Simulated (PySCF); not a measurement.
Work out the structure from these simulated measurements.

Elements present: C, F, H and N. Monoisotopic mass: 125.0641 u.

| Quantity | Value |
| --- | --- |
| Valence photoelectron | vertical ionisation energy: 8.88 eV [ΔSCF CAM-B3LYP/def2-SVPD] |
| Rotational structure | rotational constants A, B, C: 4.504, 0.927, 0.820 GHz [PBE0-D3(BJ)/def2-SVP] |
| Couplings | largest of the computed one-bond spin–spin couplings (means over like bonds): 19F–13C -314.0, 13C–1H +169.3 (×2), 13C–1H +164.5 (×2), 13C–1H +140.1 (×2), 15N–1H -63.5 (×2) Hz [B3LYP/pcJ-1, spin–dipole term left out for some pairs] |
| 1H NMR | chemical shifts (computed TMS as zero) by class: 7.20 (2 H), 7.06 (2 H), 3.54 (2 H), 0.36 (2 H) ppm [GIAO B97-2/pcSseg-1] |
| 13C NMR | chemical shifts (computed TMS as zero) by class: 166.1 (1 C), 144.0 (1 C), 131.7 (2 C), 118.4 (2 C), 51.1 (1 C) ppm [GIAO B97-2/pcSseg-1] |
| Dipole | 0.33 D [CAM-B3LYP/def2-SVPD] |
| NMR, other nuclei | isotropic shieldings of nuclei other than C and H, by class: 206 (1 N), 292 (1 F) ppm [GIAO B97-2/pcSseg-1] |

The electronic properties come from PySCF, for the isolated species, density fitting. Levels stand in brackets. The structure is a single PBE0-D3(BJ)/def2-SVP conformer in the gas phase; no vibrational or solvent corrections. Each NMR value is the plain mean over a class of atoms that symmetry, rotation or inversion makes alike.

Question: Which formula fits the mass and the elements?

Answer: C7H8FN (calculated 125.0641). No other formula that holds each of these elements comes within 0.0003 u with a fitting electron parity and a possible valence count.

Question: Give a SMILES that accounts for the data.

Answer: Numbering: `[NH2:1][CH2:2][c:3]1[cH:4][cH:5][c:6]([F:7])[cH:8][cH:9]1`. Its formula, C7H8FN, gives 4 degrees of unsaturation: 1 ring and 3 π bonds in the structure found (Kekulé form). 7 carbons fall into 5 classes; from least to most shielded: aromatic C–F carbon [C6] (166.1 ppm), substituted aromatic carbon [C3] (144.0 ppm), aromatic CH carbon [C4/C9] (131.7 ppm, 2 C), aromatic CH carbon [C5/C8] (118.4 ppm, 2 C), chain sp3 carbon bound to nitrogen [C2] (51.1 ppm). Hydrogen classes from least to most shielded: 2 H on 2 aromatic CH carbons, C4/C9 (7.20 ppm), 2 H on 2 aromatic CH carbons, C5/C8 (7.06 ppm), 2 H on an sp3 carbon bound to nitrogen, C2 (3.54 ppm), 2 H on a primary amine nitrogen, N1 (0.36 ppm). The other shieldings belong to: 206 ppm, primary amine nitrogen [N1]; 292 ppm, aryl fluorine [F7]. The couplings run between: -314.0 Hz, aryl fluorine [F7] and aromatic C–F carbon [C6]; +169.3 Hz, aromatic CH carbon [C5] and its hydrogen (with 1 like pair); +164.5 Hz, aromatic CH carbon [C4] and its hydrogen (with 1 like pair); +140.1 Hz, sp3 carbon bound to nitrogen [C2] and its hydrogen (with 1 like pair); -63.5 Hz, primary amine nitrogen [N1] and its hydrogen (with 1 like pair). The first electron is taken from the HOMO, whose largest Löwdin shares are 0.26 on the primary amine nitrogen, 0.17 on the substituted aromatic carbon and 0.14 on the aromatic C–F carbon. The optimised geometry has point group Cs and is an asymmetric top. Structure: `NCc1ccc(F)cc1`. Computed isomers that give other values at the same levels: `C#C[C@@H]1C[C@H](F)CC=N1` (rotational constant A: 3.072 GHz; this holds for the one conformer computed); `C/C=C(C#N)/C=C(/C)F` (rotational constant A: 3.037 GHz; this holds for the one conformer computed); `Cc1cc(F)ccc1N` (rotational constant A: 3.047 GHz; this holds for the one conformer computed). The assignments are read from this structure; whether some other isomer fits the data as well wasn't checked.

The values belong to the conformer `[NH2:1][CH2:2][c:3]1[cH:4][cH:5][c:6]([F:7])[cH:8][cH:9]1`: N1–C2–C3–C4 89°, H–N1–C2–C3 58°, H–N1–C2–C3 -58°.
